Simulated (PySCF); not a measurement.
Gas-phase reaction: 3 CuF + 3 Cl → Cu3Cl3 + 3 F

Computed with PySCF (xtb for GFN2) and rigid-rotor harmonic-oscillator thermochemistry at 1 bar. Table values come from the NASA 1993 polynomials. S°(298 K) at PBE0/def2-TZVP differs from the NASA 1993 table for Cu3Cl3 (-13 J/mol/K); whether the harmonic model or the table's entry is off was not settled. † marks an energy on the PBE0/def2-TZVP geometry and frequencies; other levels use their own. MP2 freezes the core. Open shells (unrestricted): Cl (multiplicity 2, electronic degeneracy 6), F (multiplicity 2, electronic degeneracy 6); the rest are closed-shell singlets. GFN2 has no spin-polarisation term. Spin-orbit splitting is ignored; it lowers the true energy and changes the entropy of Cl, F. B3LYP is the form with VWN-RPA correlation. Cu: all electrons, no relativistic terms. MP2 isn't extrapolated to the basis-set limit; its ΔH°(298 K) is -514.9 kJ in def2-SVP and -396.8 kJ in def2-TZVPP. The harmonic model lacks anharmonicity and excited electronic states, which grow with temperature; levels with a mode under 35 cm⁻¹ are left out. Soft modes under 120 cm⁻¹ make the harmonic entropy rough for Cu3Cl3. The table's entry may be an old estimate for CuF, Cu3Cl3 (not checked at source).

```tsv
level	ΔH°(298 K), kJ	minus table	ΔG°(1200 K), kJ
table	-346.6	-	-40.1
B3LYP/def2-TZVP†	-336.2	10.4	-8.5
BLYP/def2-TZVP†	-270.4	76.2	57.3
GFN2-xTB	-93.4	253.2	194.8
HF/def2-TZVP†	-419.6	-73.0	-91.9
MP2/def2-TZVPP†	-396.8	-50.2	-69.1
PBE/def2-SVP	-476.7	-130.1	-147.5
PBE0/def2-QZVP†	-409.4	-62.8	-81.7
ωB97M-V/def2-TZVP†	-428.5	-81.9	-100.8
ωB97X-V/def2-TZVP†	-418.5	-71.9	-90.8
```
